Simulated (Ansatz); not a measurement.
Geometry optimisation, UKS PBE/def2-SVP in Ansatz 0.2.0.

Input file:

```yaml
crystal:
  periodic: [false, false, false]
  atoms:
    - { symbol: Ti, position_ang: [-0.018317, 0.0, -0.474788] }
    - { symbol: Cl, position_ang: [-0.01681, 0.0, 3.088267] }
    - { symbol: F, position_ang: [1.701261, 0.0, -0.755862] }
    - { symbol: Cl, position_ang: [-1.076378, 1.884788, -0.810173] }
    - { symbol: Cl, position_ang: [-1.076378, -1.884788, -0.810173] }
    - { symbol: Cl, position_ang: [-0.020279, 0.0, 5.154929] }
magnetization:
  spin_polarized: true
  initial_magnetization: 1
basis:
  gaussian: { orbitals: def2-SVP }
hamiltonian:
  xc: pbe
relax:
  f_tol: 0.03
  max_steps: 50
output:
  orbitals: {}
```

Run as:

```bash
$ ansatz run input.yaml --threads 4 --pin off --max-ram 5120MiB --backend cpu --events-out ev --progress --plain --runs-dir out
```

Where does it end, and by what steps?

It converged. After 24 steps the energy has fallen by 2.399 eV; Cl6 moved furthest, 2.34 Å. Joined: Ti1–Cl2 (3.56 → 2.41 Å), Ti1–Cl6 (5.63 → 2.47 Å).

```
step  energy less start (eV)  largest force component (eV/Å)  accepted
   0                  0.0000                           1.037       yes
   1                 -0.1895                           1.266       yes
   2                 -0.5379                           2.105       yes
   3                 -1.1073                           2.917       yes
   4                 -1.5046                           1.916       yes
   5                 -1.6648                           2.222       yes
   6                 -1.7812                           0.166       yes
   7                 -1.7897                           0.092       yes
   8                 -1.8059                           0.226       yes
   9                 -1.8250                           0.196       yes
  10                 -1.8460                           0.221       yes
  11                 -1.8675                           0.218       yes
  12                 -1.8933                           0.137       yes
  13                 -1.9193                           0.101       yes
  14                 -1.9430                           0.081       yes
  15                 -1.9742                           0.132       yes
  16                 -2.0173                           0.186       yes
  17                 -2.0861                           0.268       yes
  18                 -2.1980                           0.371       yes
  19                 -2.3340                           0.327       yes
  20                 -2.3563                           0.657       yes
  21                 -2.3931                           0.149       yes
  22                 -2.3914                           0.219        no
  23                 -2.3987                           0.032       yes
  24                 -2.3990                           0.026       yes
```

```xyz
6
Properties=species:S:1:pos:R:3
Ti -0.081 0.000 0.615
Cl 1.673 0.000 2.269
F 1.181 0.000 -0.584
Cl -1.214 1.778 0.064
Cl -1.214 -1.778 0.064
Cl -0.852 0.000 2.964
```

Whether the end is a true minimum wasn't checked by a vibrational analysis.

Run time: 100 s on 4 threads of Arm Neoverse V1, with other jobs on the host, peak memory 0.35 GiB.
